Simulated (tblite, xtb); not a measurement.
C7H7O (SMILES [CH2]c1ccc(O)cc1), doublet, at a GFN2-xTB geometry. Base run: GFN1-xTB run with xtb.

Here is a job for xtb.
```
$ xtb mol.xyz --gfn 1 --uhf 1 --json

# file mol.xyz
15

C     -2.81833807     0.03397709     0.26148815
C     -1.44794666     0.01348822     0.13373045
C     -0.73747723    -1.19644166    -0.11732029
C      0.62360438    -1.21406958    -0.24379064
C      1.36015996    -0.02882335    -0.12811178
O      2.71076913    -0.09396390    -0.26095173
C      0.69322948     1.17480608     0.11800935
C     -0.67015173     1.20070481     0.24596333
H     -3.34723011     0.95028899     0.45078219
H     -3.39927232    -0.86602155     0.17561694
H     -1.30033477    -2.11331226    -0.20743510
H      1.15912017    -2.13115614    -0.43380630
H      3.09387677     0.78606077    -0.16017153
H      1.26685654     2.08935354     0.20678696
H     -1.17765005     2.13464818     0.43602923
```

Programs used: tblite, xtb; a row that names a program was run with it.

Each row names what was changed in the base input (with any setting that the change needs).

```tsv
change	ΔE vs base (kcal/mol)	dipole (D)	G_solv (kcal/mol)	SCF cycles
base	0.000	2.09	-	11
program = tblite; method = gfn1	0.000	-	-	-
program = tblite; method = gfn1; option = (--efield, 0,0,0.1)	-0.138	-	-	-
etemp = 10000	-26.63	2.06	-	11
alpb = acetone	-10.33	2.41	-10.92	10
gbsa = acetonitrile	-7.94	2.49	-8.48	10
acc = 0.0001	0.000	2.09	-	17
program = tblite; method = gfn1; option = (--etemp, 2000)	-0.014	-	-	-
program = tblite; method = gfn1; option = (--alpb, water)	-5.92	-	-	-
```

ALPB and GBSA are two models with their own fitted parameters for each solvent, which aren't always the measured dielectric constant.
